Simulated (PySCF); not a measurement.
Simulation results for BClHO2, BFHO, BH2O2, BFH3OSi and others

All values are calculated (PySCF 2.14.0). Calculation on a computer-drawn molecule: the log of a Hartree-Fock and frozen-core CCSD(T) single point meant for a local Hartree-Fock minimum, with one planted fault or none, to be diagnosed. Offsets are logged minus clean, where the clean run is the same molecule without the fault. The reference is restricted for singlets and unrestricted otherwise, and also for a bond in bohr or an excited solution. Adding or removing an electron swaps singlet and doublet. The excited solution moves the top pair (singlet) or top alpha electron (doublet) to the lowest empty orbital. Highest occupied and lowest empty are orbital energies over both spins, largest force is the largest gradient component, triples share is (T) over the correlation energy, the T1 limit is 0.02 restricted and 0.045 unrestricted, electrons count all cores, a negative frequency is imaginary (commonest isotopes), and the dipole is about the centre of nuclear charge.

Common to all runs: meant charge -1; meant multiplicity 1; logged SCF converged yes; possible faults no fault, one electron removed, one electron added, multiplicity raised by two, geometry at a saddle point, SCF held on an excited solution, minimal basis STO-3G, one bond length entered in bohr, all coordinates scaled.

(1) 
```xyz
5
formula=BClHO2 meant_basis=aug-cc-pV(D+d)Z logged_electrons=40 logged_basis_functions=25 logged_spin_squared=0 logged_highest_occupied=-0.6897 logged_lowest_empty=18.451 logged_largest_force=0.061806 logged_T1_diagnostic=0.015097 logged_D1_diagnostic=0.056302 logged_triples_share=0.049713 logged_CC_converged=yes logged_dipole_magnitude=1.8224 logged_SCF_stable_within_its_kind=yes logged_energy_HF=-627.24092 logged_energy_CCSD(T)=-627.39768 planted_fault=minimal_basis_STO-3G HF_energy_offset_from_clean_run=4683 CCSD(T)_energy_offset_from_clean_run=5013
O      1.4025    -3.3191     1.5117
B      0.8629    -2.1966     1.3601
O      1.4171    -0.9071     1.3569
Cl    -1.0401    -1.9831     1.0694
H      2.3421    -1.0241     1.4992
```

Units: logged_highest_occupied, logged_lowest_empty in eV; logged_largest_force in hartree/bohr; logged_dipole_magnitude in debye; logged_energy_HF, logged_energy_CCSD(T) in hartree; HF_energy_offset_from_clean_run, CCSD(T)_energy_offset_from_clean_run in kcal/mol.

Drawn bonds:
| atom | other atom | order |
| --- | --- | --- |
| 1 | 2 | 1 |
| 2 | 3 | 1 |
| 2 | 4 | 1 |
| 3 | 5 | 1 |

(2) 
```xyz
4
formula=BFHO meant_basis=aug-cc-pVDZ logged_electrons=24 logged_basis_functions=78 logged_spin_squared=0 logged_highest_occupied=-5.0456 logged_lowest_empty=4.8186 logged_largest_force=0.043965 logged_T1_diagnostic=0.019436 logged_D1_diagnostic=0.052641 logged_triples_share=0.030524 logged_CC_converged=yes logged_dipole_magnitude=2.4666 logged_SCF_stable_within_its_kind=yes logged_energy_HF=-199.70008 logged_energy_CCSD(T)=-200.23541 planted_fault=all_coordinates_scaled,by_+3.3_% HF_energy_offset_from_clean_run=2.624 CCSD(T)_energy_offset_from_clean_run=-0.6975
O      1.9923     0.7191     1.4743
B      1.5373     0.0613     0.4445
F      2.3588    -0.3653    -0.7064
H      0.3397    -0.3320     0.2291
```

Units: logged_highest_occupied, logged_lowest_empty in eV; logged_largest_force in hartree/bohr; logged_dipole_magnitude in debye; logged_energy_HF, logged_energy_CCSD(T) in hartree; HF_energy_offset_from_clean_run, CCSD(T)_energy_offset_from_clean_run in kcal/mol.

Drawn bonds:
| atom | other atom | order |
| --- | --- | --- |
| 1 | 2 | 1 |
| 2 | 3 | 1 |
| 2 | 4 | 1 |

(3) 
```xyz
4
formula=BFHO meant_basis=aug-cc-pVDZ logged_electrons=24 logged_basis_functions=78 logged_spin_squared=2.0105 logged_highest_occupied=1.2763 logged_lowest_empty=3.7752 logged_largest_force=0.12449 logged_T1_diagnostic=0.061214 logged_D1_diagnostic=0.33519 logged_triples_share=0.026754 logged_CC_converged=yes logged_dipole_magnitude=10.268 logged_SCF_stable_within_its_kind=yes logged_energy_HF=-199.58072 logged_energy_CCSD(T)=-200.05846 planted_fault=multiplicity_raised_by_two HF_energy_offset_from_clean_run=77.52 CCSD(T)_energy_offset_from_clean_run=110.3
O      1.9286     0.6961     1.4272
B      1.4882     0.0594     0.4303
F      2.2834    -0.3536    -0.6838
H      0.3289    -0.3214     0.2218
```

Units: logged_highest_occupied, logged_lowest_empty in eV; logged_largest_force in hartree/bohr; logged_dipole_magnitude in debye; logged_energy_HF, logged_energy_CCSD(T) in hartree; HF_energy_offset_from_clean_run, CCSD(T)_energy_offset_from_clean_run in kcal/mol.

Drawn bonds:
| atom | other atom | order |
| --- | --- | --- |
| 1 | 2 | 1 |
| 2 | 3 | 1 |
| 2 | 4 | 1 |

Notes: T1 above single-reference limit; highest electron not bound in this basis.

(4) 
```xyz
5
formula=BH2O2 meant_basis=aug-cc-pVDZ logged_electrons=23 logged_basis_functions=87 logged_spin_squared=0.7619 logged_highest_occupied=-14.01 logged_lowest_empty=0.32765 logged_largest_force=0.12524 logged_T1_diagnostic=0.028181 logged_D1_diagnostic=0.1352 logged_triples_share=0.028686 logged_CC_converged=yes logged_dipole_magnitude=0.92251 logged_SCF_stable_within_its_kind=yes logged_energy_HF=-175.63679 logged_energy_CCSD(T)=-176.11451 planted_fault=one_electron_removed HF_energy_offset_from_clean_run=36 CCSD(T)_energy_offset_from_clean_run=71.73
O      0.5883    -0.8332    -1.2835
B      0.2247    -1.2183    -0.1200
O      0.7820    -2.3485     0.5779
H     -0.6518    -0.6950     0.5916
H      1.4362    -2.7050    -0.0022
```

Units: logged_highest_occupied, logged_lowest_empty in eV; logged_largest_force in hartree/bohr; logged_dipole_magnitude in debye; logged_energy_HF, logged_energy_CCSD(T) in hartree; HF_energy_offset_from_clean_run, CCSD(T)_energy_offset_from_clean_run in kcal/mol.

Drawn bonds:
| atom | other atom | order |
| --- | --- | --- |
| 1 | 2 | 1 |
| 2 | 3 | 1 |
| 2 | 4 | 1 |
| 3 | 5 | 1 |

(5) 
```xyz
7
formula=BFH3OSi meant_basis=aug-cc-pV(D+d)Z logged_electrons=40 logged_basis_functions=128 logged_spin_squared=2.0362 logged_highest_occupied=0.49463 logged_lowest_empty=3.8426 logged_largest_force=0.087684 logged_T1_diagnostic=0.042035 logged_D1_diagnostic=0.23344 logged_triples_share=0.031261 logged_CC_converged=yes logged_dipole_magnitude=3.6508 logged_SCF_stable_within_its_kind=yes logged_energy_HF=-489.70733 logged_energy_CCSD(T)=-490.34601 planted_fault=multiplicity_raised_by_two HF_energy_offset_from_clean_run=58.01 CCSD(T)_energy_offset_from_clean_run=72.38
O      1.7366    -3.1156     2.3370
B      0.6897    -2.3969     2.3118
Si    -0.2622    -2.2921     0.4434
F     -1.6332    -1.3669     0.3123
H      0.1881    -1.7670     3.2636
H      0.5994    -1.7493    -0.6607
H     -0.7168    -3.6187    -0.0951
```

Units: logged_highest_occupied, logged_lowest_empty in eV; logged_largest_force in hartree/bohr; logged_dipole_magnitude in debye; logged_energy_HF, logged_energy_CCSD(T) in hartree; HF_energy_offset_from_clean_run, CCSD(T)_energy_offset_from_clean_run in kcal/mol.

Drawn bonds:
| atom | other atom | order |
| --- | --- | --- |
| 1 | 2 | 1 |
| 2 | 3 | 1 |
| 3 | 4 | 1 |
| 2 | 5 | 1 |
| 3 | 6 | 1 |
| 3 | 7 | 1 |

Notes: highest electron not bound in this basis.

(6) 
```xyz
7
formula=BFH3OSi meant_basis=aug-cc-pV(D+d)Z logged_electrons=40 logged_basis_functions=128 logged_spin_squared=0.7354 logged_highest_occupied=-3.4846 logged_lowest_empty=3.847 logged_largest_force=0.012716 logged_T1_diagnostic=0.058166 logged_D1_diagnostic=0.31537 logged_triples_share=0.037201 logged_CC_converged=yes logged_dipole_magnitude=4.4886 logged_SCF_stable_within_its_kind=yes logged_energy_HF=-489.69665 logged_energy_CCSD(T)=-490.35964 planted_fault=one_bond_length_entered_in_bohr,row_6_of_the_drawn_bonds HF_energy_offset_from_clean_run=64.71 CCSD(T)_energy_offset_from_clean_run=63.82
O      1.7366    -3.1156     2.3370
B      0.6897    -2.3969     2.3118
Si    -0.2622    -2.2921     0.4434
F     -1.6332    -1.3669     0.3123
H      0.1881    -1.7670     3.2636
H      0.5994    -1.7493    -0.6607
H     -1.1212    -4.7990    -0.5743
```

Units: logged_highest_occupied, logged_lowest_empty in eV; logged_largest_force in hartree/bohr; logged_dipole_magnitude in debye; logged_energy_HF, logged_energy_CCSD(T) in hartree; HF_energy_offset_from_clean_run, CCSD(T)_energy_offset_from_clean_run in kcal/mol.

Drawn bonds:
| atom | other atom | order |
| --- | --- | --- |
| 1 | 2 | 1 |
| 2 | 3 | 1 |
| 3 | 4 | 1 |
| 2 | 5 | 1 |
| 3 | 6 | 1 |
| 3 | 7 | 1 |

Notes: T1 above single-reference limit.

(7) 
```xyz
5
formula=CHBFO meant_basis=aug-cc-pVDZ logged_electrons=30 logged_basis_functions=101 logged_spin_squared=0 logged_highest_occupied=0.95251 logged_lowest_empty=-0.67519 logged_largest_force=0.11119 logged_CC_converged=no logged_dipole_magnitude=11.509 logged_SCF_stable_within_its_kind=no logged_energy_HF=-237.10507 planted_fault=SCF_held_on_an_excited_solution HF_energy_offset_from_clean_run=203.1
O      1.9753     0.9865    -2.0528
C      2.0169     0.2052    -1.1292
B      1.1950    -1.1667    -0.8869
F      0.1301    -0.8985    -0.0237
H      2.8277     0.3649    -0.3605
```

Units: logged_highest_occupied, logged_lowest_empty in eV; logged_largest_force in hartree/bohr; logged_dipole_magnitude in debye; logged_energy_HF in hartree; HF_energy_offset_from_clean_run in kcal/mol.

Drawn bonds:
| atom | other atom | order |
| --- | --- | --- |
| 1 | 2 | 1 |
| 2 | 3 | 2 |
| 3 | 4 | 1 |
| 2 | 5 | 1 |

Notes: CCSD not converged; highest electron not bound in this basis.

(8) 
```xyz
6
formula=Al2H3O meant_basis=aug-cc-pV(D+d)Z logged_electrons=38 logged_basis_functions=26 logged_spin_squared=0 logged_highest_occupied=2.6029 logged_lowest_empty=14.57 logged_largest_force=0.029758 logged_T1_diagnostic=0.035431 logged_D1_diagnostic=0.12799 logged_triples_share=0.0788 logged_CC_converged=yes logged_dipole_magnitude=2.3244 logged_SCF_stable_within_its_kind=yes logged_energy_HF=-553.31591 logged_energy_CCSD(T)=-553.48272
O      2.2269    -0.9576     0.9652
Al     1.1646    -0.5270    -0.1798
Al     1.0395     2.0704    -0.7314
H      0.1641    -1.4888    -1.0341
H      0.1236     3.1813     0.0207
H      1.9585     2.8840    -1.7955
```

Units: logged_highest_occupied, logged_lowest_empty in eV; logged_largest_force in hartree/bohr; logged_dipole_magnitude in debye; logged_energy_HF, logged_energy_CCSD(T) in hartree.

Drawn bonds:
| atom | other atom | order |
| --- | --- | --- |
| 1 | 2 | 1 |
| 2 | 3 | 1 |
| 2 | 4 | 1 |
| 3 | 5 | 1 |
| 3 | 6 | 1 |

Notes: T1 above single-reference limit; highest electron not bound in this basis.

(9) 
```xyz
6
formula=Al2H3O meant_basis=aug-cc-pV(D+d)Z logged_electrons=38 logged_basis_functions=114 logged_spin_squared=0 logged_highest_occupied=-3.8569 logged_lowest_empty=2.9029 logged_largest_force=1.316e-05 logged_lowest_frequency=87.013 logged_T1_diagnostic=0.026251 logged_D1_diagnostic=0.071859 logged_triples_share=0.036621 logged_CC_converged=yes logged_dipole_magnitude=4.8327 logged_SCF_stable_within_its_kind=yes logged_energy_HF=-560.46817 logged_energy_CCSD(T)=-560.87717
O      2.2269    -0.9576     0.9652
Al     1.1646    -0.5270    -0.1798
Al     1.0395     2.0704    -0.7314
H      0.1641    -1.4888    -1.0341
H      0.1236     3.1813     0.0207
H      1.9585     2.8840    -1.7955
```

Units: logged_highest_occupied, logged_lowest_empty in eV; logged_largest_force in hartree/bohr; logged_lowest_frequency in cm⁻¹; logged_dipole_magnitude in debye; logged_energy_HF, logged_energy_CCSD(T) in hartree.

Drawn bonds:
| atom | other atom | order |
| --- | --- | --- |
| 1 | 2 | 1 |
| 2 | 3 | 1 |
| 2 | 4 | 1 |
| 3 | 5 | 1 |
| 3 | 6 | 1 |

Notes: T1 above single-reference limit.

(10) 
```xyz
6
formula=AlBFH2O meant_basis=aug-cc-pV(D+d)Z logged_electrons=38 logged_basis_functions=119 logged_spin_squared=2.0144 logged_highest_occupied=0.22029 logged_lowest_empty=3.2297 logged_largest_force=0.088364 logged_T1_diagnostic=0.080815 logged_D1_diagnostic=0.39657 logged_triples_share=0.034867 logged_CC_converged=yes logged_dipole_magnitude=1.2018 logged_SCF_stable_within_its_kind=yes logged_energy_HF=-442.08671 logged_energy_CCSD(T)=-442.66617
O      1.2269     3.1652    -2.2450
Al     0.9067     2.3454    -0.8827
B      1.0681     0.1510    -0.7508
F     -0.0298    -0.6686    -0.6400
H      0.4619     2.9751     0.5625
H      2.0851    -0.5295    -0.7815
```

Units: logged_highest_occupied, logged_lowest_empty in eV; logged_largest_force in hartree/bohr; logged_dipole_magnitude in debye; logged_energy_HF, logged_energy_CCSD(T) in hartree.

Drawn bonds:
| atom | other atom | order |
| --- | --- | --- |
| 1 | 2 | 1 |
| 2 | 3 | 1 |
| 3 | 4 | 1 |
| 2 | 5 | 1 |
| 3 | 6 | 1 |

Notes: T1 above single-reference limit; highest electron not bound in this basis.

Question: Give the missing planted fault for Al2H3O (entry 8).
Answer: minimal basis STO-3G

Question: Give the missing planted fault for Al2H3O (entry 9).
Answer: no fault

Question: AlBFH2O (entry 10): planted fault?
Answer: multiplicity raised by two

Further results for Al2H3O (entry 8):

* HF energy offset from clean run: 4488 kcal/mol
* CCSD(T) energy offset from clean run: 4640 kcal/mol

Further results for Al2H3O (entry 9):

- HF energy offset from clean run: 0 kcal/mol
- CCSD(T) energy offset from clean run: 0 kcal/mol

Further results for AlBFH2O (entry 10):

- HF energy offset from clean run: 36.64 kcal/mol
- CCSD(T) energy offset from clean run: 61.56 kcal/mol
